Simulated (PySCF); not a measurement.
[Er(H2S)2]3+ at several levels of theory

Computed with PySCF 2.14.0 (density fitting, no spin-orbit coupling) at the geometry relaxed with PBE0:

```xyz
7
[Er(H2S)2]3+ (singlet in the valence; each metal's 4f electrons, 11 of them, lie in its core potential, out of spins and levels)
Er   -1.3694    0.0000    0.0000
S     0.4414    0.1943    2.0595
H     0.8269    1.5085    2.1566
H    -0.2536    0.1241    3.2421
S     0.4414   -0.1943   -2.0595
H     0.8269   -1.5085   -2.1566
H    -0.2536   -0.1241   -3.2421
```

```
level                                                 basis    state  HOMO (eV)  gap (eV)  charge on Er1 (e)  population of f-type functions on Er1 (polarisation alone where 4f lies in the core)  dipole about the centre of mass (D)  largest force component (eV/Å)
 PBE0     Er lcecp-1-SVP with ECP57, S def2-SVP, H def2-SVP  singlet     -23.04      4.88               1.90                                                                                  0.01                                 0.12                            0.00
 TPSS                                              the same  singlet     -21.97      3.06               1.87                                                                                  0.01                                 0.38                            0.20
 PBE0  Er lcecp-1-TZVP with ECP57, S def2-TZVP, H def2-TZVP  singlet     -22.95      4.95               2.00                                                                                  0.02                                 0.60                            0.22
```

In the lcecp rows the 4f levels are missing from HOMO and gap, and the state counts the valence alone.

Charges are Mulliken's, which hang on the basis. The relaxation used the grid (50, 194), these runs (75, 302) or, all-electron (x2c bases, spin-free X2C Hamiltonian), (99, 590).

Task: A further run in the first row's basis gives HOMO (eV) -25.31, gap (eV) 9.44, charge on Er1 (e) 1.95, population of f-type functions on Er1 (polarisation alone where 4f lies in the core) 0.01, dipole about the centre of mass (D) 0.51, largest force component (eV/Å) 0.18. Which level was it?
A. HF
B. wB97X
C. TPSSh

Result: B. The others give HOMO -22.41 eV (TPSSh); -25.60 eV (HF).

In the first row's basis the gap widens with exact exchange: 3.1 eV for TPSS (none); 3.9 to 4.9 eV for TPSSh, PBE0 (a fixed share); 9.4 to 10.6 eV for wB97X, Hartree–Fock (rising or full at long range).

An lcecp potential fixes the number of 4f electrons, so in runs with it no electron can move into or out of that shell.
